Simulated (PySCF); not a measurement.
**Shapes and spin states of CoF(OH)**

Method: PySCF, PBE0, basis Co def2-TZVP, F def2-TZVP, O def2-TZVP, H def2-TZVP (no relativity, density fitting).

Relaxations began from a few typed shapes and spin states; open shells are unrestricted. The search is not exhaustive: other isomers or separated fragments can lie lower, and high-lying points may rest on an excited occupation.

Question: Order these stationary points by electronic energy, lowest first, in kJ/mol from the lowest minimum.
A. quartet Cs: Co–F 1.750 Å, Co–O 1.755 Å, O–H 0.957 Å; Co–O–H 125.1°, F–Co–O 173.7°
B. broken-symmetry Ms = 1/2 (⟨S²⟩ 1.74) Cs: Co–F 1.718 Å, Co–O 1.722 Å, O–H 0.956 Å; Co–O–H 129.6°, F–Co–O 179.4°
C. broken-symmetry Ms = 1/2 (⟨S²⟩ 1.75) Cs: Co–F 1.733 Å, Co–O 1.738 Å, O–H 0.958 Å; Co–O–H 125.6°, F–Co–O 174.2°

Answer: A (0.0), C (87.9), B (97.6).

Question: Which of them are minima?

Answer: By energy in kJ/mol, 0.0: minimum; 87.9: minimum; 97.6: minimum.

For the lowest minimum: with open d or f shells other occupations or spin states may lie lower.
